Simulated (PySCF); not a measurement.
**Correlation energy of Kr²⁴⁺ (krypton, charge +24)**

[Ne] 3s2, closed-shell 1S. All numbers are calculated (PySCF 2.14, the spin-free X2C one-electron Hamiltonian (Gaussian nucleus), in an uncontracted even-tempered set (18 s from 2.9 bohr⁻², ratio 2.5; 11 p from 3.8 bohr⁻², ratio 2.5; 5 d from 14 bohr⁻², ratio 2.7; 4 f from 22 bohr⁻², ratio 2.7)). Frozen: 1s2; 10 electrons correlated; the 19 highest virtual orbitals of each spin left out.

| level | correlation energy (mhartree) |
| --- | --- |
| CCSD | -453.51 |
| (T) | -1.61 |
| CCSD(T) | -455.12 |

Diagnostics: T1 = 0.00053, D1 = 0.0017, largest double amplitude 0.077.

Cost of the coupled-cluster step: roughly 4 core-seconds, for 10 correlated electrons.

At this charge the one-electron X2C treatment keeps the bare 1/r₁₂, with no two-electron picture change or Breit term. The effect here is smaller than on the frozen 1s shell; and a scalar Hamiltonian misses the large spin-orbit splitting of the p shells, which matters for ns² → np² pairs.
